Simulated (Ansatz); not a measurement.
Br3Sb, charge -1, doublet, geometry from GFN2-xTB (a state made from the parent by changing its charge; the spin is typed, not shown lowest) (core potentials on Sb) (a gas-phase anion, which may not be bound at this level); Ansatz (a first-principles code) with SVWN5/def2-TZVP.

Input for Ansatz:
Ansatz 0.2 input:
```yaml
crystal:
  periodic: [false, false, false]
  atoms:
    - {symbol: Sb, position_ang: [0.48437488, -0.14074905, 0.02308116]}
    - {symbol: Br, position_ang: [-0.13874346, -2.90734237, 0.00130489]}
    - {symbol: Br, position_ang: [1.43832259, 2.52971228, 0.06062194]}
    - {symbol: Br, position_ang: [-2.00538253, 0.58272157, -0.09555938]}
basis:
  gaussian:
    orbitals: def2-TZVP
hamiltonian:
  xc: {name: SVWN5}
total_charge: -1
magnetization: {spin_polarized: true, initial_magnetization: 1}
accuracy: high
```

What the program printed (banner, timings and long lists left out):

```
Functional definition: SVWN5
2882 factors; integrals over basis functions are off by at most 4.3e-9 eV
mean field evaluation 1: about -216382.4114 eV, gradient 2.2e1 eV
mean field evaluation 2: about -216375.3942 eV, gradient 3.7e1 eV
mean field evaluation 4: about -216383.6600 eV, gradient 1.6e0 eV
mean field evaluation 8: about -216383.6708 eV, gradient 3.8e-1 eV
mean field evaluation 16: about -216383.6719 eV, gradient 1.7e-4 eV
mean field evaluation 32: about -216381.3219 eV, gradient 4.2e-4 eV
mean field -216383.67185875 eV, -7951.9532706885 hartree, gradient 8.9e-8 eV, S^2 0.751421; 3 other end points of the search recorded, 0 dependent functions left out
reference -216383.67186162 eV, -7951.9532707940 hartree; 65, 64 occupied and 129, 130 virtual orbitals, 2882 factors
Total energy: -216383.67186162 eV, -7951.9532707940 hartree
```
